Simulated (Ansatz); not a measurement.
A nudged elastic band was laid between two geometries of CH$_{3}$FNSi (7 atoms, charge -1, multiplicity 1).

All numbers below come from Ansatz 0.2.0, RKS r2SCAN-D4/def2-SVP.

* movable images: 5
* climbing image: yes
* spring: 5.0 eV/Å²
* optimiser: quadratic models (default)
* start path: through a guess of the saddle point
* force threshold: 0.05 eV/Å
* iteration limit: 52
* end points: relaxed

Image 0:

```xyz
7
Properties=species:S:1:pos:R:3
N 0.822 0.755 -1.348
C -0.017 0.586 -0.377
Si 0.098 -0.542 1.188
F -1.483 -0.316 1.786
H 1.592 0.072 -1.210
H -0.891 1.289 -0.404
H -0.122 -1.844 0.364
```

Image 6:

```xyz
7
Properties=species:S:1:pos:R:3
N 1.214 0.317 -1.106
C 0.216 0.350 -0.280
Si -0.014 -0.647 1.354
F -1.636 -0.180 1.633
H 1.082 1.042 -1.830
H -0.598 1.122 -0.412
H -0.265 -2.004 0.640
```

Problem. Which bonds break or form, and what moves?

Solution. No bond is made or broken. The dihedral H5–N1–C2–Si3 changes from 6 to -174° by way of a nearly straight angle H5–N1–C2 (up to 178°), not by a turn about the bond.

Problem. Give the energies along the band, and the barrier.

Solution. It converged. The highest image is number 3 of 0 to 6, 1.56 eV above the first end and 1.36 eV above the last; the last end lies 0.20 eV above the first. A vibrational analysis at the climbing image gives one clearly imaginary mode, 1247i cm⁻¹: a first-order saddle point. Limits of this set-up: an anion without diffuse functions, the dipole of an ion depends on the origin.

```json
{"image": "0", "path coordinate (Å)": "0.00", "energy (eV)": "0.00", "angle H5–N1–C2 (°)": "107"}
{"image": "1", "path coordinate (Å)": "0.38", "energy (eV)": "0.07", "angle H5–N1–C2 (°)": "112"}
{"image": "2", "path coordinate (Å)": "0.77", "energy (eV)": "0.64", "angle H5–N1–C2 (°)": "136"}
{"image": "3", "path coordinate (Å)": "1.15", "energy (eV)": "1.56", "angle H5–N1–C2 (°)": "178"}
{"image": "4", "path coordinate (Å)": "1.51", "energy (eV)": "0.83", "angle H5–N1–C2 (°)": "140"}
{"image": "5", "path coordinate (Å)": "1.87", "energy (eV)": "0.29", "angle H5–N1–C2 (°)": "117"}
{"image": "6", "path coordinate (Å)": "2.23", "energy (eV)": "0.20", "angle H5–N1–C2 (°)": "109"}
```

Problem. What is the geometry of the highest image?

Solution. 
```xyz
7
Properties=species:S:1:pos:R:3
N 0.930 0.502 -1.196
C 0.030 0.461 -0.312
Si 0.027 -0.544 1.348
F -1.593 -0.247 1.808
H 1.654 0.567 -1.867
H -0.883 1.170 -0.405
H -0.166 -1.909 0.625
```

Problem. What are the harmonic wavenumbers there?

Solution. 1247i, 138, 165, 304, 348, 518, 625, 711, 801, 879, 1336, 1694, 1867, 2429, 3989 cm⁻¹.

The run took 6.3 min on 1 thread of Intel(R) Xeon(R) Platinum 8488C (Sapphire Rapids) (shared host), peak memory 0.14 GiB.
